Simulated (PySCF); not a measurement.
Ga(H)(SH)2 (GaH3S2), SMILES [GaH]([SH])[SH]. Geometry: PBE-D3(BJ)/def2-SVP. One conformer was computed; it need not be the lowest.

Computed equilibrium geometry at PBE-D3(BJ)/def2-SVP (PySCF confirms it by a frequency run) as a Z-matrix, and its point group (one conformer of several):
point group C2v.
```
Ga
H 1 1.5684
S 1 2.2171 2 123.33
H 3 1.3630 1 93.12 2 0.00
S 1 2.2171 2 123.33 4 180.00
H 5 1.3630 1 93.12 2 0.00
```
